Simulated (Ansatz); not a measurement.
Born–Oppenheimer molecular dynamics of CH3BF2 (7 atoms, charge 0, multiplicity 1). It goes on from the last frame of an earlier run, with new velocities.

Computed with RKS BHLYP-D4/6-31G* (Ansatz).

* ensemble: NVE (velocity Verlet)
* time step: 0.25 fs
* steps asked: 250
* starting velocities drawn for: 1500 K
* seed: 905225

First frame:

```xyz
7
Properties=species:S:1:pos:R:3
B 0.027 -0.028 0.009
C 0.035 0.006 1.575
H -0.781 -0.637 1.938
H 0.936 -0.342 2.055
H -0.219 0.990 1.976
F 1.081 -0.291 -0.700
F -1.084 0.304 -0.650
```

**Question.** How far do the bonds stretch over the last three quarters of this one trajectory? (Pairs bonded in most of those frames.)

**Answer.** 
```csv
bond,mean (Å),spread (Å),shortest,longest
B1–C2,1.569,0.031,1.53,1.63
B1–F6,1.319,0.023,1.29,1.36
B1–F7,1.319,0.013,1.30,1.34
C2–H3,1.102,0.068,1.00,1.21
C2–H4,1.101,0.076,0.98,1.21
C2–H5,1.097,0.033,1.03,1.16
```

Mean temperature of the second half: 795 K. The conserved energy stayed within 0.32 meV per atom of its start (net change 0.29 meV per atom), so the integration is sound. Over the second half the temperature averaged 0.53 of the 1500 K drawn at the start: a run that starts near a minimum puts about half its kinetic energy into the potential. A run of 0.062 ps of so small a system gives no equilibrium averages.

The run took 6.1 min on 1 thread of Arm Neoverse V2, on a shared host, peak memory 0.11 GiB.
